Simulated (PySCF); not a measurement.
# Single point on HgP

State: ⁴Σ⁻ (quartet), unpaired electrons σ ↑, π ↑↑.

An equivalent input (the run itself took its basis sets from the Basis Set Exchange, started from a PBE0 density and held the occupation σ 9α 8β, πx 4α 3β, πy 4α 3β, δx 1α 1β, δy 1α 1β):

```python
from pyscf import gto, scf
mol = gto.M(atom='Hg 0 0 0; P 0 0 3.008', basis={'Hg': 'def2-SVPD', 'P': 'def2-SVPD'}, ecp={'Hg': 'def2-SVPD'},
            charge=0, spin=3, verbose=4, symmetry='C2v')
mf = scf.UHF(mol)
mf.irrep_nelec = {'A1': (10, 9), 'A2': (1, 1), 'B1': (4, 3), 'B2': (4, 3)}
mf.conv_tol = 1e-9
mf.max_cycle = 60
mf.diis_space = 10
mf.kernel()
```

The log (some set-up lines and the per-cycle HOMO/LUMO lines removed):

```
******** <class 'pyscf.scf.uhf_symm.SymAdaptedUHF'> ********
method = SymAdaptedUHF
damping factor = 0
level_shift factor = 0
DIIS = <class 'pyscf.scf.diis.CDIIS'>
diis_start_cycle = 1
diis_space = 10
diis_damp = 0
SCF conv_tol = 1e-09
SCF conv_tol_grad = None
SCF max_cycles = 60
number electrons alpha = 19  beta = 16
Set gradient conv threshold to 3.16228e-05
init E= -493.125383076939
cycle= 1 E= -493.137498401903  delta_E= -0.0121  |g|= 0.0333  |ddm|= 0.378
cycle= 2 E= -493.138498309201  delta_E= -0.001  |g|= 0.0104  |ddm|= 0.134
cycle= 3 E= -493.138674021575  delta_E= -0.000176  |g|= 0.00565  |ddm|= 0.044
cycle= 4 E= -493.138717779388  delta_E= -4.38e-05  |g|= 0.00199  |ddm|= 0.025
cycle= 5 E= -493.138731074554  delta_E= -1.33e-05  |g|= 0.00107  |ddm|= 0.0109
cycle= 6 E= -493.138735634509  delta_E= -4.56e-06  |g|= 0.00066  |ddm|= 0.00547
cycle= 7 E= -493.138738082445  delta_E= -2.45e-06  |g|= 0.000303  |ddm|= 0.005
cycle= 8 E= -493.138738719841  delta_E= -6.37e-07  |g|= 7.51e-05  |ddm|= 0.00331
cycle= 9 E= -493.138738748275  delta_E= -2.84e-08  |g|= 2.82e-05  |ddm|= 0.00064
cycle= 10 E= -493.138738751487  delta_E= -3.21e-09  |g|= 1.23e-05  |ddm|= 0.000159
cycle= 11 E= -493.138738752119  delta_E= -6.32e-10  |g|= 3.76e-06  |ddm|= 6.66e-05
Extra cycle  E= -493.13873875215  delta_E= -3.12e-11  |g|= 2.38e-06  |ddm|= 9.61e-06
converged SCF energy = -493.13873875215  <S^2> = 3.7799603  2S+1 = 4.0149522
```

A point of this curve took 0.18 CPU seconds beside 0.2 for the integrals, on Intel Xeon 6975P-C (shared host).

Spin–orbit coupling is left out. The state is the lowest determinant that a PBE0 search found; another state may lie lower at other levels.
